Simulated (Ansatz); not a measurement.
The same path of a periodic cell of 21 atoms, H$_{4}$WC$_{16}$ (surface C(111), underside capped with H, adsorbate W) was run twice with different band settings. Lost on the way: C19–W21. Made: C20–W21.

Computed with Ansatz, DFT PBE, scalar-relativistic, plane waves, PAW. Settings: PAW set soft_1, cutoff 420 eV, k mesh 3x3x1, gaussian smearing 0.02 eV, no spin polarisation.

Relaxed end points:

```xyz
21
Lattice="5.0487 0.0000 0.0000 2.5244 4.3723 0.0000 0.0000 0.0000 14.6764" Properties=species:S:1:pos:R:3
H 1.262 0.729 1.000
H 3.787 0.729 1.000
H 2.524 2.915 1.000
H 5.049 2.915 1.000
C 1.262 0.729 2.100
C 3.787 0.729 2.100
C 2.524 2.915 2.100
C 5.049 2.915 2.100
C 0.000 1.457 2.615
C 2.524 1.457 2.615
C 1.262 3.644 2.615
C 3.787 3.644 2.615
C -0.017 1.464 4.231
C 2.542 1.464 4.231
C 1.262 3.644 4.097
C 3.787 3.643 4.228
C -0.014 0.000 4.679
C 2.539 0.000 4.679
C 1.262 2.174 4.672
C 3.787 2.203 4.670
W 6.311 3.570 6.195
```

```xyz
21
Lattice="5.0487 0.0000 0.0000 2.5244 4.3723 0.0000 0.0000 0.0000 14.6764" Properties=species:S:1:pos:R:3
H 1.262 0.729 1.000
H 3.787 0.729 1.000
H 2.524 2.915 1.000
H 5.049 2.915 1.000
C 1.262 0.729 2.100
C 3.787 0.729 2.100
C 2.524 2.915 2.100
C 5.049 2.915 2.100
C 0.000 1.457 2.615
C 2.524 1.457 2.615
C 1.262 3.644 2.615
C 3.787 3.644 2.615
C 0.024 1.471 4.165
C 2.500 1.471 4.164
C 1.262 3.615 4.164
C 3.787 3.644 4.301
C -0.011 0.006 4.680
C 2.536 0.006 4.680
C 1.262 2.186 4.595
C 3.786 2.173 4.680
W 6.310 5.100 6.146
```

Common settings: spring 5.0 eV/Å²; optimiser quadratic models (default); force threshold 0.05 eV/Å; end points relaxed; atoms held 1 to 12.

| run | movable images | climbing image | start path | iteration limit |
| --- | --- | --- | --- | --- |
| 1 | 3 | yes | IDPP | 60 |
| 2 | 4 | from the first iteration | default | 50 |

Task: What does each run give, and how far can it be trusted?

Result: Run 1: converged after 5 iterations, highest image 0.245 eV above the first end. By the program's own check the climbing image is a first-order saddle point (lowest curvatures found: -2.42 and 2.97 eV/Å²).
Run 2: converged after 5 iterations, highest image 0.245 eV above the first end. The order of the stationary point at the top wasn't checked.
Limits of this set-up: coarse k mesh, thin slab, slab without dipole correction.
